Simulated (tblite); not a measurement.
Species: C₅H₉N₃.
SMILES with atom numbers: `[CH3:1][CH2:2][n:3]1[cH:4][c:5]([CH3:6])[n:7][n:8]1` (hydrogens: H9, H10, H11 on C1; H12, H13 on C2; H14 on C4; H15, H16, H17 on C6)

Structure optimised with GFN2-xTB, isolated species.

(1) What internal coordinates does the optimisation give?

## Answers

(1) 
```tsv
bond	length (pm)
C1–C2	152.6
C2–N3	143.6
N3–C4	135.3
C4–C5	137.9
C5–C6	148.5
C5–N7	135.2
N7–N8	127.9
N3–N8	132.6
C1–H9, C1–H10, C1–H11	108.7
C2–H12, C2–H13	109.3
C4–H14	107.0
C6–H15, C6–H16, C6–H17	108.8
```

Bonds in one row agree within 1 pm and their mean is given. A selection of angles:
```tsv
angle	degrees
C2–C1–H9	109.9
C2–C1–H11	110.6
H9–C1–H10	108.9
C1–C2–N3	111.2
C1–C2–H12	110.4
N3–C2–H12	108.9
N3–C2–H13	106.7
H12–C2–H13	109.3
C2–N3–C4	128.4
C2–N3–N8	121.9
C4–N3–N8	109.7
N3–C4–C5	104.6
N3–C4–H14	122.9
C5–C4–H14	132.5
C4–C5–C6	129.8
C4–C5–N7	107.2
C6–C5–N7	123.0
C5–C6–H15	110.3
H15–C6–H16	109.0
H16–C6–H17	107.9
C5–N7–N8	109.5
N3–N8–N7	109.0
```

Torsions: C1–C2–N3–C4 76° (synclinal). The mirror-image conformer, all signs reversed, is as good.

The 2 N–N bonds span 1.279 Å (N7–N8, aromatic) to 1.326 Å (N3–N8, aromatic), a spread of 0.047 Å. N3 (pyrrole-type nitrogen) is planar (angles 128.4°, 121.9° and 109.7°, sum 360.0°, 0.02 Å off the plane of its three neighbours). Of the pairs four or more bonds apart, C4···H11 is among the closest relative to their van der Waals radii: 3.02 Å, 104 % of the sum of Bondi's values. The 3 C–N bonds span 1.352 Å (C5–N7, aromatic) to 1.436 Å (C2–N3, drawn single), a spread of 0.084 Å. N7 (pyridine-type nitrogen) is bent (angle 109.5°). The C–C distances run from 1.379 Å (C4–C5, aromatic) to 1.526 Å (C1–C2, drawn single), a spread of 0.147 Å. The 5-membered ring N3–C4–C5–N7–N8 has internal angles of 104.6° to 109.7° (sum 540°, against 540° for a flat polygon); it is planar, 0.00 Å rms from its mean plane, widest ring torsion 0°.

Point group: C1 (no symmetry element, even within 0.4 Å). GFN2-xTB frequencies show an imaginary mode (34i cm⁻¹), so the point is no minimum at that level. 3 starts were optimised and ended at 0.00, 0.02 and 0.03 kcal/mol (GFN2-xTB); the lowest of these is shown.

Time: 0.39 s wall. Hardware: Arm Neoverse V1, one thread (shared host). These figures are those of the optimisation.

All values are computed, not measured.
